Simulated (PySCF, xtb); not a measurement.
B(OH)(OMe)2 (C₂H₇BO₃), SMILES COB(O)OC.

Coordinates come from a PBE0-D3(BJ)/def2-SVP optimisation. Other conformers were not sampled.

The numbers are results of C-PCM-B3LYP/def2-SVP run with PySCF, not measurements.

The values are the electrostatic part of the solvation free energy, E(continuum) − E(gas) at the gas-phase geometry, in a cavity of scaled van der Waals radii (PySCF's table); cavitation and dispersion terms are not included. In vacuum the orbital gap is 9.14 eV. The dipole moment in vacuum is 0.17 D.

Estimate the values in water (ε = 78.36), chlorobenzene (ε = 5.70), acetonitrile (ε = 35.69). (An estimate is asked for; the answer gives what the named calculation found.)


| solvent | ε | ΔG(elec) (kcal/mol) | dipole (D) | gap (eV) |
|---|---|---|---|---|
| water | 78.36 | -4.6 | 0.21 | 9.30 |
| chlorobenzene | 5.70 | -3.8 | 0.20 | 9.28 |
| acetonitrile | 35.69 | -4.5 | 0.20 | 9.30 |

For comparison, GFN2-xTB/ALPB(water) (xtb, at the GFN2-xTB geometry, all terms of that model) gives -6.1 kcal/mol.
